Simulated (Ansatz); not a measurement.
The molecule MgAl+, multiplicity 3 (an upper state: multiplicity 1 came lower at CCSD(T)/def2-TZVPP on PBE0 minima).

The constants come from a fifth-degree fit in 1/R (seven points, main isotopes). In def2 and cc sets the state is the lowest found near the PBE0 minimum, followed along R.

Programs: Ansatz (Gaussian basis) for Hartree–Fock, density functionals and correlated methods. 

Energies at PBE/def2-TZVPP:

```
R (Å)       E (hartree)
--------  -------------
2.514997  -441.92459611
2.582604  -441.92638555
2.644803  -441.92727949
2.715115  -441.92759879
2.785426  -441.92734474
2.866555  -441.92651996
2.961206  -441.92505727
```

Task: With a reduced mass of 12.6976 u, find the minimum, the force constant and the constants.

Result: A fifth-degree polynomial in 1/R puts the minimum at r_e = 2.7160 Å with force constant 50.2 N/m. Then ω_e = (1/2πc)√(k/μ) = 259 cm⁻¹ and B_e = h/(8π²cμr_e²) = 0.1800 cm⁻¹; the cubic and quartic terms give α_e = 0.0018 and ω_e x_e = 2.3 cm⁻¹.

Ansatz is a first-principles code.
